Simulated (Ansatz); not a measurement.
Harmonic frequencies (cm⁻¹) at PBE0-D4/def2-TZVP from Ansatz: 75, 182, 191, 419, 562, 605, 679, 697, 750, 763, 832, 938, 1064, 1174, 1181, 1228, 1252, 1465, 1488, 2145, 3042, 3048, 3118, 3118.

(1) Which molecule is it?
A. `F[CH2][GeH]1[CH2][O]1`
B. `[F][GeH]1[CH2]O[CH2]1`
C. `[CH3][Ge@H]1[O][C@@H]1F`
D. `BC1OC1=C`

Results:

(1) B.
